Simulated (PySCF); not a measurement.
Te(F)(OH), SMILES O[Te]F (HFOTe) (PBE0/def2-SVP optimised geometry):

```
4

Te    -0.836    -1.132     0.000
F      1.105    -1.132     0.000
O     -1.105     0.818     0.000
H     -1.044     1.132    -0.913
```

Calculation: PBE0/def2-TZVP, def2 effective core potentials past Kr in PySCF 2.14.0.

**Question.** What are the frontier orbital energies and the dipole moment?

**Answer.** HOMO-2 -10.46 eV, HOMO-1 -9.91 eV, HOMO -6.52 eV, LUMO -2.26 eV, LUMO+1 -1.68 eV; dipole moment 2.65 D.

On the same geometry PBE/def2-TZVP, def2 effective core potentials past Kr (PySCF) gives HOMO-2 -8.84 eV, HOMO-1 -8.23 eV, HOMO -5.30 eV, LUMO -3.08 eV, LUMO+1 -2.57 eV; dipole moment 2.47 D.
